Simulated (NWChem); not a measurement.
System: CH₃BeF; SMILES [CH3][Be][F]

Program: NWChem. Pople sets run with spherical d functions. Coordinates come from a PBE0-D3(BJ)/def2-TZVP optimisation. Core excitations by TDA in a window of 1s orbitals, non-relativistic and unshifted: absolute energies depend strongly on the exact-exchange share.

```
level                         first 1s excitation (eV)  dipole oscillator strength of the first  first state with f > 0.002 (eV)  dipole oscillator strength of that state  relative time
----------------------------  ------------------------  ---------------------------------------  -------------------------------  ----------------------------------------  -------------
C K edge, PBE0/def2-TZVP                         275.9                                   0.0022                            275.9                                    0.0022              6
C K edge, PBE/6-311G**                           268.0                                   0.0032                            268.0                                    0.0032              1
F K edge, BHandHLYP/6-311G**                     684.5                                   0.0158                            684.5                                    0.0158              3
F K edge, PBE/def2-TZVP                          658.6                                   0.0008                            659.4                                    0.0087              2
```

Relative times are rough (shared machine, one core).
